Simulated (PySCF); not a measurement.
C2H6Cl2Sn, charge +1, doublet, at a GFN2-xTB geometry (such geometries of metal compounds can be far from the true shape) (a state made from the parent by changing its charge; the spin is typed, not shown lowest) (all electrons, no relativity); BLYP/STO-3G in PySCF.

The PySCF input:
```python
from pyscf import gto, scf, dft

mol = gto.Mole()
mol.atom = '''
    C     1.767442   -1.651462    0.094119
    Sn   -0.010950   -0.216200   -0.040483
    C    -1.918202   -1.325181   -0.651486
    Cl    0.452261    1.451432   -1.595557
    Cl   -0.337499    0.814460    2.019838
    H     1.496759   -2.394917    0.836226
    H     2.595010   -1.021718    0.405640
    H     1.896692   -2.060763   -0.902113
    H    -2.674507   -0.547887   -0.699544
    H    -2.104980   -2.051734    0.132060
    H    -1.707869   -1.773305   -1.616713
'''
mol.basis = 'sto-3g'
mol.charge = 1
mol.spin = 1
mol.verbose = 4
mol.build()

mf = dft.UKS(mol)
mf.xc = 'blyp'
mf.small_rho_cutoff = 0
mf.kernel()
```

What does PySCF print? Leave out banner, timings and long lists.


```
PySCF version 2.14.0

[INPUT] verbose = 4
[INPUT] num. atoms = 11
[INPUT] num. electrons = 101
[INPUT] charge = 1
[INPUT] spin (= nelec alpha-beta = 2S) = 1
[INPUT] symmetry False subgroup None
[INPUT] Mole.unit = angstrom
[INPUT] Symbol           X                Y                Z      unit          X                Y                Z       unit  Magmom
[INPUT]  1 C      1.767442000000  -1.651462000000   0.094119000000 AA    3.339981321054  -3.120810885126   0.177859133118 Bohr   0.0
[INPUT]  2 Sn    -0.010950000000  -0.216200000000  -0.040483000000 AA   -0.020692501064  -0.408558788131  -0.076501782701 Bohr   0.0
[INPUT]  3 C     -1.918202000000  -1.325181000000  -0.651486000000 AA   -3.624876431593  -2.504229155477  -1.231130113988 Bohr   0.0
[INPUT]  4 Cl     0.452261000000   1.451432000000  -1.595557000000 AA    0.854649426822   2.742808968430  -3.015165746133 Bohr   0.0
[INPUT]  5 Cl    -0.337499000000   0.814460000000   2.019838000000 AA   -0.637780677315   1.539106339413   3.816940635989 Bohr   0.0
[INPUT]  6 H      1.496759000000  -2.394917000000   0.836226000000 AA    2.828464584478  -4.525737221065   1.580238118241 Bohr   0.0
[INPUT]  7 H      2.595010000000  -1.021718000000   0.405640000000 AA    4.903858190508  -1.930767196538   0.766548505169 Bohr   0.0
[INPUT]  8 H      1.896692000000  -2.060763000000  -0.902113000000 AA    3.584228422654  -3.894277677637  -1.704746503410 Bohr   0.0
[INPUT]  9 H     -2.674507000000  -0.547887000000  -0.699544000000 AA   -5.054085748232  -1.035356377210  -1.321946572083 Bohr   0.0
[INPUT] 10 H     -2.104980000000  -2.051734000000   0.132060000000 AA   -3.977835697687  -3.877215340458   0.249557232010 Bohr   0.0
[INPUT] 11 H     -1.707869000000  -1.773305000000  -1.616713000000 AA   -3.227404666635  -3.351060785322  -3.055144792024 Bohr   0.0

nuclear repulsion = 736.871746175631
number of shells = 33
number of NR pGTOs = 183
number of NR cGTOs = 61
basis = sto-3g
ecp = {}

******** <class 'pyscf.dft.uks.UKS'> ********
method = UKS
initial guess = minao
damping factor = 0
level_shift factor = 0
DIIS = <class 'pyscf.scf.diis.CDIIS'>
diis_start_cycle = 1
diis_space = 8
diis_damp = 0
SCF conv_tol = 1e-09
SCF conv_tol_grad = None
SCF max_cycles = 50
direct_scf = True
direct_scf_tol = 1e-13
number electrons alpha = 51  beta = 50
XC library pyscf.dft.libxc version 7.1.2
    S. Lehtola, C. Steigemann, M. J. T. Oliveira, and M. A. L. Marques,  SoftwareX 7, 1–5 (2018)
XC functionals = blyp
    A. D. Becke,  Phys. Rev. A 38, 3098 (1988)
    C. Lee, W. Yang, and R. G. Parr,  Phys. Rev. B 37, 785 (1988)
    B. Miehlich, A. Savin, H. Stoll, and H. Preuss,  Chem. Phys. Lett. 157, 200 (1989)
radial grids:
    Treutler-Ahlrichs [JCP 102, 346 (1995); DOI:10.1063/1.469408] (M4) radial grids

becke partition: Becke, JCP 88, 2547 (1988); DOI:10.1063/1.454033
pruning grids: <function nwchem_prune>
grids dens level: 3
symmetrized grids: False
atomic radii adjust function: <function treutler_atomic_radii_adjust>
small_rho_cutoff = 0
Set gradient conv threshold to 3.16228e-05
tot grids = 146808
init E= -6937.5445673923

cycle= 1 E= -6954.07526607079  delta_E= -16.5  |g|= 0.236  |ddm|= 2.76
cycle= 2 E= -6953.9954725562  delta_E= 0.0798  |g|= 0.295  |ddm|= 1.72
cycle= 3 E= -6954.08501861264  delta_E= -0.0895  |g|= 0.232  |ddm|= 1.62
cycle= 4 E= -6954.13923067945  delta_E= -0.0542  |g|= 0.0302  |ddm|= 0.501
cycle= 5 E= -6954.1387240429  delta_E= 0.000507  |g|= 0.0311  |ddm|= 0.108
cycle= 6 E= -6954.1401673909  delta_E= -0.00144  |g|= 0.00398  |ddm|= 0.109
cycle= 7 E= -6954.14019289201  delta_E= -2.55e-05  |g|= 0.00102  |ddm|= 0.0167
cycle= 8 E= -6954.14017316915  delta_E= 1.97e-05  |g|= 0.00342  |ddm|= 0.0171
cycle= 9 E= -6954.14019453908  delta_E= -2.14e-05  |g|= 0.000105  |ddm|= 0.0149
cycle= 10 E= -6954.14019455454  delta_E= -1.55e-08  |g|= 6.86e-05  |ddm|= 0.000528
cycle= 11 E= -6954.14019455611  delta_E= -1.57e-09  |g|= 5.6e-05  |ddm|= 0.000409
cycle= 12 E= -6954.14019455925  delta_E= -3.15e-09  |g|= 2.27e-06  |ddm|= 0.00019
cycle= 13 E= -6954.14019455919  delta_E= 6.18e-11  |g|= 5.34e-07  |ddm|= 8.65e-06
Extra cycle  E= -6954.14019455925  delta_E= -5.82e-11  |g|= 9.68e-07  |ddm|= 3.26e-06
converged SCF energy = -6954.14019455925  <S^2> = 0.75265391  2S+1 = 2.0026522
```
